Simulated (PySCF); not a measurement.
Sn(Cl)2(NH2)2 (Cl2H4N2Sn), SMILES [NH2][Sn]([NH2])([Cl])[Cl].

Geometry: r2SCAN-D4/def2-SVP. The structure was generated by enumeration; whether it is a known compound was not checked. The def2 effective core potentials stand for the cores of Sn; spin–orbit coupling is left out. Other conformers were not sampled.

Level of theory: C-PCM-ωB97X/def2-SVP (PySCF).

The values are the electrostatic part of the solvation free energy, E(continuum) − E(gas) at the gas-phase geometry, in a cavity of scaled van der Waals radii (PySCF's table); cavitation and dispersion terms are not included. A continuum can't describe solvent molecules that bind to the metal. In vacuum the orbital gap is 10.84 eV. The dipole moment in vacuum is 1.66 D.

### Question
Estimate the values in water (ε = 78.36), acetone (ε = 20.49), N,N-dimethylformamide (ε = 37.22). (An estimate is asked for; the answer gives what the named calculation found.)

### Answer

```csv
solvent,ε,ΔG(elec) (kcal/mol),dipole (D),gap (eV)
water,78.36,-9.5,2.13,10.78
acetone,20.49,-9.1,2.11,10.78
"N,N-dimethylformamide",37.22,-9.3,2.12,10.78
```
